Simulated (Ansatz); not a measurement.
Start from `C[CH](C)[Sn][F]` and change one atom or group to get `CC(C)[Si]N`.

Ansatz, PBE0-D4/def2-TZVP geometries, multiplicity 1. Each molecule was computed in one conformer, which needn't be the lowest.

Elements past krypton have def2 core potentials.

```json
{"property": "ideal-gas entropy at 298 K and 1 bar (rigid rotor, harmonic PBE0-D4/def2-TZVP) / J/(mol·K)", "`C[CH](C)[Sn][F]`": "373"}
{"property": "HOMO–LUMO gap (ωB97M-V/def2-TZVPP) / eV", "`C[CH](C)[Sn][F]`": "7.43"}
{"property": "HOMO energy (PBE0/def2-TZVPP) / eV", "`C[CH](C)[Sn][F]`": "-6.17"}
{"property": "LUMO energy (ωB97M-V/def2-TZVPP) / eV", "`C[CH](C)[Sn][F]`": "-0.79"}
{"property": "HOMO–LUMO gap (B3LYP/def2-TZVPP) / eV", "`C[CH](C)[Sn][F]`": "3.21"}
{"property": "HOMO energy (B3LYP/def2-TZVPP) / eV", "`C[CH](C)[Sn][F]`": "-6.01"}
```

Question: Give the same properties after the change, and the shifts. (An estimate is asked.)

Answer: Computed: 
| property | `CC(C)[Si]N` | shift |
| --- | --- | --- |
| ideal-gas entropy at 298 K and 1 bar (rigid rotor, harmonic PBE0-D4/def2-TZVP) / J/(mol·K) | 349 | -24 |
| HOMO–LUMO gap (ωB97M-V/def2-TZVPP) / eV | 8.83 | 1.40 |
| HOMO energy (PBE0/def2-TZVPP) / eV | -5.87 | 0.30 |
| LUMO energy (ωB97M-V/def2-TZVPP) / eV | 0.87 | 1.66 |
| HOMO–LUMO gap (B3LYP/def2-TZVPP) / eV | 4.46 | 1.25 |
| HOMO energy (B3LYP/def2-TZVPP) / eV | -5.70 | 0.31 |

With PBE0 the HOMO rises by 0.30 eV and the LUMO rises by 1.46 eV, so the gap widens by about 1.16 eV. PBE moves the HOMO by 0.31 eV and ωB97M-V by 0.26 eV. The zero-point energy changes by 68.8 kJ/mol with +6 modes. Modes under 60 cm⁻¹, often nearly free rotors, make the harmonic entropy too high.

B3LYP here is the variant with VWN-RPA as its local correlation; programs differ in this.
